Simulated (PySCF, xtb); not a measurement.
Ga(H)2(SH) (GaH₃S), SMILES [SH][GaH2].

Harmonic wavenumbers (cm⁻¹) from GFN2-xTB in xtb at its own minimum, in rising order: 157, 327, 384, 420, 597, 700, 1605, 1648, 2359.

Question: What does ωB97X-D3(BJ)/def2-TZVP (PySCF) give at its own minimum? (An estimate is asked for; the answer gives what the named calculation found.)

Answer: 398, 424, 441, 611, 728, 756, 2032, 2042, 2760. Paired by order, the mean absolute difference is 222 cm⁻¹ and the zero-point energies are 11.7 and 14.6 kcal/mol.
